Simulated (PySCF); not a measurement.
GeF2ClBr, SMILES [F][Ge]([F])([Cl])[Br].

Geometry optimised at PBE0-D3(BJ)/def2-SVP. This is a generated structure with no PubChem entry under its InChIKey; it may be hypothetical.

Two levels are set side by side: PBE/def2-TZVP (PySCF) and HF/def2-TZVP (PySCF). Same geometry, gas phase. Differences are taken from unrounded values.

```json
[
 {"quantity": "orbital gap (eV)", "PBE": "4.99"},
 {"quantity": "highest occupied level (eV)", "PBE": "-8.19"},
 {"quantity": "lowest empty level (eV)", "PBE": "-3.20"},
 {"quantity": "dipole moment (D)", "PBE": "1.39"},
 {"quantity": "mean polarisability (bohr³)", "PBE": "58.1"}
]
```

### Question
These are the PBE values. What does HF give? (Estimate from the structure and the level; the computed values follow.)

### Answer

```tsv
quantity	HF	PBE minus HF
orbital gap (eV)	14.50	-9.51
highest occupied level (eV)	-12.67	4.48
lowest empty level (eV)	1.83	-5.03
dipole moment (D)	1.63	-0.24
mean polarisability (bohr³)	50.8	7.3
```

Without exact exchange PBE keeps part of each electron's self-repulsion, which lifts occupied levels and narrows the gap. PBE's more diffuse valence density responds more strongly to a field. Differences between two approximate levels are no errors against the true value.

Rough cost on one machine, each run with all the roots and properties that it gave: HF against PBE within a factor of 2.
